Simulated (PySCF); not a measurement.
## Dipole response of I⁻ (iodine, charge -1)

[Xe], closed-shell 1S. Calculation: PySCF 2.14, in x2c-QZVPPall with one added diffuse shell each of s, p, d, f type (14s10p8d5f1g, 128 functions); the spin-free X2C one-electron Hamiltonian (Gaussian nucleus). Coupled (time-dependent) response in atomic units; α is the mean over directions.

```
method  mean α (bohr³)  C₆ (like pair)  S(−4)
   UHF           62.17           864.6   1051
   PBE           77.81            1116   2194
  PBE0           70.01           989.0   1550
```

S(−4) is the Cauchy moment in α(ω) = α(0) + S(−4) ω² + …

α(iu) at PBE:

| u (hartree) | α(iu) (bohr³) |
| --- | --- |
| 0 | 77.81 |
| 0.0500 | 72.94 |
| 0.100 | 62.91 |
| 0.200 | 44.38 |
| 0.300 | 31.87 |
| 0.500 | 18.35 |
| 0.750 | 10.84 |
| 1.00 | 7.229 |
| 1.50 | 4.008 |
| 2.00 | 2.636 |
| 3.00 | 1.461 |
| 5.00 | 0.6726 |

A single London oscillator, α(iu) = α/(1 + u²/ω²), gives C₆ = (3/4) ω α². Matching the computed C₆ needs ω = 4 × 1116 / (3 × 77.81²) = 0.246 hartree.

For an ion, C₆ is the dispersion term alone; charge-induced terms of lower order in 1/R come first.
